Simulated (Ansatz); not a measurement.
Geometry optimisation, Ansatz 0.2.0, RKS B3LYP-D4/def2-SVP.

input.yaml

```yaml
crystal:
  periodic: [false, false, false]
  atoms:
    - { symbol: B, position_ang: [0.77316, -1.753882, 0.586748] }
    - { symbol: O, position_ang: [1.84347, -0.932395, 1.038777] }
    - { symbol: F, position_ang: [0.632247, -1.948276, -0.705802] }
    - { symbol: F, position_ang: [-0.02498, -2.370311, 1.440656] }
    - { symbol: H, position_ang: [0.621314, 0.864885, 0.3862] }
    - { symbol: O, position_ang: [-0.345301, 0.796916, 0.354627] }
    - { symbol: Si, position_ang: [-1.140958, 1.418925, -0.983896] }
    - { symbol: H, position_ang: [1.836637, -0.874649, 2.003949] }
    - { symbol: H, position_ang: [-0.510712, 0.969252, -2.259899] }
    - { symbol: H, position_ang: [-2.536253, 0.917053, -0.897246] }
    - { symbol: H, position_ang: [-1.148623, 2.91258, -0.964216] }
basis:
  gaussian: { orbitals: def2-SVP }
hamiltonian:
  xc: b3lyp
  dispersion: d4
relax:
  f_tol: 0.03
  max_steps: 50
output:
  orbitals: {}
```

Launched with:

```bash
$ ansatz run input.yaml --threads 2 --pin off --max-ram 3072MiB --backend cpu --events-out ev --progress --plain --runs-dir out
```

Problem. Where does it end, and by what steps?

Solution. It converged. After 14 steps the energy has fallen by 0.150 eV; F4 moved furthest, 0.80 Å.

```csv
step,energy less start (eV),largest force component (eV/Å),accepted
0,0.0000,1.746,yes
1,-0.0807,0.934,yes
2,-0.1052,0.250,yes
3,-0.1108,0.226,yes
4,-0.1203,0.370,yes
5,-0.1274,0.294,yes
6,-0.1334,0.342,yes
7,-0.1395,0.143,yes
8,-0.1434,0.111,yes
9,-0.1477,0.053,yes
10,-0.1492,0.082,yes
11,-0.1499,0.063,yes
12,-0.1499,0.057,yes
13,-0.1502,0.066,yes
14,-0.1505,0.011,yes
```

```xyz
11
Properties=species:S:1:pos:R:3
B 0.575 -1.413 0.529
O 1.807 -1.181 1.051
F 0.464 -1.629 -0.782
F -0.469 -1.717 1.303
H 0.919 1.176 0.286
O 0.039 0.777 0.308
Si -1.041 1.194 -0.925
H 1.787 -1.139 2.015
H -0.405 1.060 -2.265
H -2.187 0.267 -0.773
H -1.489 2.605 -0.747
```

Whether the end is a true minimum wasn't checked by a vibrational analysis.

Run time: 26 s on 2 threads of Intel(R) Xeon(R) 6975P-C (Granite Rapids), on a shared host, peak memory 0.27 GiB.
